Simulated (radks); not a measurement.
Trend from C to Pb: ionisation energy by Delta-SCF between NIST ground configurations, and size. All-electron calculation, Dirac Kohn-Sham, LDA (Slater exchange, Perdew-Wang correlation), spin-unpolarised, spherical densities, finite nucleus; open shells are shared between the two j in proportion to 2j + 1; Fermi nuclear charge, rms radius of each element as measured or else 0.836 A^(1/3) + 0.57 fm. Program: a radial shooting solver on a logarithmic mesh with Libxc functionals.

[
 {"species": "C", "configuration": "[He] 2s2 2p2", "configuration of the ion": "[He] 2s2 2p1", "IE (eV)": "10.985", "NIST (eV)": "11.260", "kind": "exp.", "-e(HOMO) (eV)": "5.413 (2p3/2)", "outermost": "2p3/2", "<r> outermost (bohr)": "1.79", "r at 0.001 e/bohr^3 (bohr)": "3.69"},
 {"species": "Si", "configuration": "[Ne] 3s2 3p2", "configuration of the ion": "[Ne] 3s2 3p1", "IE (eV)": "7.823", "NIST (eV)": "8.152", "kind": "exp.", "-e(HOMO) (eV)": "4.152 (3p3/2)", "outermost": "3p3/2", "<r> outermost (bohr)": "2.80", "r at 0.001 e/bohr^3 (bohr)": "4.45"},
 {"species": "Ge", "configuration": "[Ar] 3d10 4s2 4p2", "configuration of the ion": "[Ar] 3d10 4s2 4p1", "IE (eV)": "7.633", "NIST (eV)": "7.899", "kind": "exp.", "-e(HOMO) (eV)": "3.983 (4p3/2)", "outermost": "4p3/2", "<r> outermost (bohr)": "2.90", "r at 0.001 e/bohr^3 (bohr)": "4.46"},
 {"species": "Sn", "configuration": "[Kr] 4d10 5s2 5p2", "configuration of the ion": "[Kr] 4d10 5s2 5p1", "IE (eV)": "7.106", "NIST (eV)": "7.344", "kind": "exp.", "-e(HOMO) (eV)": "3.724 (5p3/2)", "outermost": "5p3/2", "<r> outermost (bohr)": "3.27", "r at 0.001 e/bohr^3 (bohr)": "4.72"},
 {"species": "Pb", "configuration": "[Hg] 6p2", "configuration of the ion": "[Hg] 6p1", "IE (eV)": "6.954", "NIST (eV)": "7.417", "kind": "exp.", "-e(HOMO) (eV)": "3.316 (6p3/2)", "outermost": "6p3/2", "<r> outermost (bohr)": "3.50", "r at 0.001 e/bohr^3 (bohr)": "4.74"}
]

Reference values: NIST Atomic Spectra Database (measured). Spin polarisation and multiplet splitting are left out, so open shells lie too high by an amount that depends on their filling. Sharing an open shell by 2j + 1 raises it above the true ground level by a part of the spin-orbit splitting, which enters the differences from NIST.

Beside tabulated values, note that spin-unpolarised runs miss the spin-polarisation part of the exchange energy of open shells.
